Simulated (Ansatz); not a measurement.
Born–Oppenheimer molecular dynamics of Cl$_{4}$H$_{2}$OW (8 atoms, charge 0, multiplicity 1). It starts from a relaxed structure.

The calculation used RKS BLYP-D4/def2-SVP in Ansatz.

```yaml
ensemble: NVT, Langevin thermostat
time_step: 0.25 fs
steps_asked: 300
set_temperature: 3000 K
friction: 0.05 /fs
seed: 336332
```

First frame:

```xyz
8
Properties=species:S:1:pos:R:3
W 0.174 -0.048 -0.053
O -0.067 -0.123 1.828
H -0.905 -0.186 2.329
Cl 2.527 0.117 0.227
Cl -0.078 2.283 -0.099
H -1.544 0.077 0.079
Cl -0.120 -2.357 -0.149
Cl -0.228 -0.044 -2.334
```

Problem. How far do the bonds stretch over the last three quarters of this one trajectory? (Pairs bonded in most of those frames.)

Solution. 
```
  bond  mean (Å)  spread (Å)  shortest  longest
 W1–O2     1.984       0.050      1.90     2.08
W1–Cl4     2.424       0.256      2.03     2.75
W1–Cl5     2.313       0.042      2.26     2.39
 W1–H6     1.766       0.126      1.51     2.02
W1–Cl7     2.434       0.103      2.33     2.59
W1–Cl8     2.383       0.128      2.13     2.50
 O2–H3     1.007       0.068      0.85     1.20
```

Mean temperature of the second half: 3077 K. A run of 0.075 ps of so small a system gives no equilibrium averages.

Run time: 8.4 min on 2 threads of AMD EPYC 9R45 96-Core Processor (Zen 5), on a shared host, peak memory 0.21 GiB.
